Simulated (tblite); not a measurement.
C7H12NP.
Geometry (GFN2-xTB, Å), atoms numbered from 1 in this order:
```
atom  x, y, z in Å
C1    -3.0806   -0.8947   -0.2151
N2    -1.8069   -0.8928    0.4667
P3    -0.5613   -0.0010    0.1750
C4    -0.7375    1.8519    0.2165
C5     0.4454   -0.2385   -1.3280
C6     1.7664   -0.3458   -1.2875
C7     2.6072   -0.1570   -0.0646
C8     1.9278   -0.4623    1.2343
C9     0.6220   -0.4138    1.4540
H10   -3.5603    0.0899   -0.2348
H11   -3.0111   -1.2603   -1.2444
H12   -3.7302   -1.5761    0.3381
H13   -1.2809    2.1785   -0.6700
H14    0.2318    2.3426    0.2454
H15   -1.3135    2.1107    1.1044
H16   -0.0953   -0.4133   -2.2508
H17    2.3227   -0.5654   -2.1919
H18    2.9616    0.8817   -0.0393
H19    3.5017   -0.7816   -0.1482
H20    2.5991   -0.7423    2.0385
H21    0.1833   -0.6936    2.4014
```

Calculated harmonic vibrations of the isolated species, GFN2-xTB (tblite), most abundant isotopes, no scaling. Errors from tens to a few hundred cm⁻¹ against measured bands are possible. One conformer, not necessarily the lowest.

Harmonic wavenumbers (cm⁻¹): 33.3, 87.5, 114.1, 122.5, 150.1, 159.0, 174.0, 246.0, 306.5, 354.8, 392.0, 409.7, 478.8, 602.5, 667.3, 697.4, 706.8, 750.8, 806.7, 810.2, 839.9, 901.1, 908.8, 910.3, 919.8, 954.7, 1035.0, 1085.3, 1114.9, 1136.2, 1158.7, 1173.5, 1286.9, 1298.4, 1303.9, 1324.9, 1338.3, 1420.2, 1429.5, 1436.1, 1441.2, 1495.2, 1499.0, 1662.8, 1689.5, 2894.3, 2898.9, 2921.7, 2961.2, 2978.5, 2991.9, 2997.0, 3015.9, 3021.1, 3027.4, 3030.9, 3056.7.

A = 2525, B = 995.5, C = 949.5 MHz; mass 141.071 u (most abundant isotopes); point group C1, symmetry number 1.

Q: What is the zero-point energy?

A: Half the sum of the wavenumbers: 37315 cm⁻¹ = 446.39 kJ/mol.

Q: Entropy at 273.15 K, 1 bar (ideal gas, RRHO, classical rotation)?

A: Translation 168.76, rotation 121.45, vibration 128.59: S = 418.8 J/(mol K).

Q: And Cp and H(273.15 K) − H(0)?

A: Cp = 164.46 J/(mol K), of which vibrations give 131.20 (their classical limit is 57 R = 473.9); H(273.15 K) − H(0) = 27.53 kJ/mol without the zero-point energy, 18.45 from vibrations.

Q: Blend soft modes into free rotors: weight 1/[1 + (100 cm⁻¹/ν̃)⁴] for the oscillator and the rest for a rotor with moment μB/(μ + B), μ = h/(8π²ν), B = 10⁻⁴⁴ kg m². What vibrational entropy results?

A: 119.24 J/(mol K) in place of 128.59, which changes −T·S at 273.15 K by +2.55 kJ/mol.

Q: Which modes carry the vibrational entropy at 273.15 K?

A: 33.3 cm⁻¹: 22.80; 87.5 cm⁻¹: 14.83; 114.1 cm⁻¹: 12.67; 122.5 cm⁻¹: 12.10; 150.1 cm⁻¹: 10.48; 159.0 cm⁻¹: 10.03 J/(mol K); the other 51 give 45.68 together.

Q: How do the functions run with temperature in this model?

A: 
```csv
T (K),S (J/(mol K)),Cp (J/(mol K)),H − H(0) (kJ/mol),G − H(0) (kJ/mol),ln q(vib)
100,299.3,87.1,5.85,-24.08,2.07
200,373.1,130.6,16.75,-57.88,5.15
300,434.8,177.2,32.12,-98.33,8.14
500,546.1,261.6,76.41,-196.64,13.98
800,688.5,343.7,168.28,-382.53,22.31
1000,769.3,379.6,240.79,-528.48,27.47
```

q(vib) and H(0) count from the zero-point level.

Hindered rotation and anharmonicity are outside this model. Other conformers, if any are populated, would add a mixing term that is left out. The structure is chiral; the term R ln 2 for an equal mix with its mirror image is left out.
